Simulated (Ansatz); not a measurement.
`[CH3][Al]1[CH2][C]1(F)F`, charge 0, multiplicity 1.

Give a relaxed structure at PBE0-D4/def2-TZVP (Ansatz). (Estimate.)

Ansatz gave: 
Cartesian coordinates in Å:
```
C -1.932 1.208 -0.186
Al -0.288 0.199 0.012
C 0.853 -1.318 -0.314
C 1.531 -0.224 0.543
F 2.538 0.383 -0.163
F 2.075 -0.671 1.704
H -2.792 0.542 -0.288
H -1.880 1.819 -1.092
H -2.103 1.878 0.659
H 1.407 -1.642 -1.194
H 0.592 -2.173 0.319
```
This is one stationary point; other conformers may exist.
